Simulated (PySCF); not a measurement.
SMILES [GeH]([F])([F])[F], PBE0/def2-SVP optimised geometry.

```
5

Ge    -0.43    -0.79     0.00
F     -1.09    -1.59    -1.37
F     -1.09    -1.59     1.37
F     -1.08     0.79     0.00
H      1.08    -0.79     0.00
```

Density from PBE0/def2-TZVP (PySCF) at that geometry.

Minimum of the electron density along straight lines between bonded atoms, close to the bond critical point (lines longer than 1.1 times the sum of covalent radii, or with two minima, are not listed):

```
bond    length / Å  ρ at the minimum / e bohr⁻³  ∇²ρ there / e bohr⁻⁵  position (fraction from the first atom)
------  ----------  ---------------------------  --------------------  ---------------------------------------
Ge1–F2       1.713                        0.152                  0.89                                     0.48
Ge1–F3       1.713                        0.152                  0.89                                     0.48
Ge1–F4       1.713                        0.152                  0.89                                     0.48
Ge1–H5       1.517                        0.144                  0.01                                     0.59
```
